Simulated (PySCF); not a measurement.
dibromo(dichloro)methane (CBr2Cl2), SMILES ClC(Cl)(Br)Br.

Geometry: ωB97X-D3(BJ)/def2-SVP.

The numbers are results of PBE/def2-TZVP in PySCF, not measurements.

Symmetry labels are those of the subgroup C2v that the program uses (full group C2v).

Computed valence orbital energies around the gap with their symmetry:
| orbital | symmetry | energy (eV) |
|---|---|---|
| HOMO−7 | A1 | -8.91 |
| HOMO−6 | A2 | -8.89 |
| HOMO−5 | B2 | -8.27 |
| HOMO−4 | B1 | -8.17 |
| HOMO−3 | A1 | -8.04 |
| HOMO−2 | B2 | -7.35 |
| HOMO−1 | A2 | -7.18 |
| HOMO | B1 | -7.03 |
| LUMO | A1 | -3.05 |
| LUMO+1 | B1 | -1.81 |
| LUMO+2 | A1 | -1.38 |
| LUMO+3 | B2 | -1.14 |
